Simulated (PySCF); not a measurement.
NICS in rings of unrelated molecules.

Probes without a nucleus sit at each ring's centroid and 1 Å off its mean plane on both sides; NICS is minus the shielding there, NICSzz its component along the normal. Level: GIAO PBE0/pcSseg-1 (PySCF, non-relativistic, gas phase) on the GFN2-xTB geometries, one conformer each. Atom numbers follow the mapped SMILES.

Question: Order these rings by mean NICS(1)zz, lowest (most negative) first (ppm).
A. ring C4–C5–C6–N7–C8–C9 in `[CH:1]#[C:2][P-:3][c:4]1[cH:5][cH:6][n:7][cH:8][cH:9]1` (charge -1)
B. ring C5–C6–C7–N8–C9 in `[SH:1][c:2]1[cH:3][s:4][c:5]2[cH:6][cH:7][nH:8][c:9]12`
C. ring C3–C4–C5–C7–C8–P10 in `[CH3:1][O:2][c:3]1[cH:4][c:5]([Cl:6])[cH:7][c:8]([CH3:9])[p:10]1`
D. ring C3–S5–C6–C8–C9 in `[N:1]#[C:2][C@@:3]1([F:4])[S:5][C:6]([F:7])=[CH:8][C@H:9]1[F:10]`
E. ring C4–C5–C6–C7 in `[CH3:1][P@:2](=[O:3])([CH:4]1[CH2:5][CH2:6][CH2:7]1)[C:8]([F:9])([F:10])[F:11]`

Answer: B (-28.3), C (-23.1), A (-14.7), D (-0.1), E (5.7).

```
                    SMILES                                                     ring  NICS(0)  NICS(1)  NICS(1)zz  HOMA  rms pucker (Å)  ring atoms with four or more neighbours
          Sc1csc2cc[nH]c12        5-membered ring with N; formal bonds all aromatic    -13.6    -11.1      -28.3  0.93            0.00                                        0
         COc1cc(Cl)cc(C)p1        6-membered ring with P; formal bonds all aromatic     -8.9    -10.1      -23.1  0.88            0.00                                        0
           C#C[P-]c1ccncc1        6-membered ring with N; formal bonds all aromatic     -2.1     -6.6      -14.7  0.91            0.00                                        0
N#C[C@@]1(F)SC(F)=C[C@H]1F  5-membered ring with S; formal bonds 1 double, 4 single     -6.6     -3.4       -0.1     –            0.07                                        2
 C[P@](=O)(C1CCC1)C(F)(F)F           4-membered carbocycle; formal bonds all single      1.1      0.2        5.7     –            0.07                                        4
```

NICS(0) gives another order. The isotropic NICS(1) gives the same order. HOMA uses Krygowski's 1993 parameters; it is left out where a ring has a four-coordinate atom, a triple bond, no multiple bond or a kind of bond without parameters. NICS(1) and NICS(1)zz are means over the two faces.
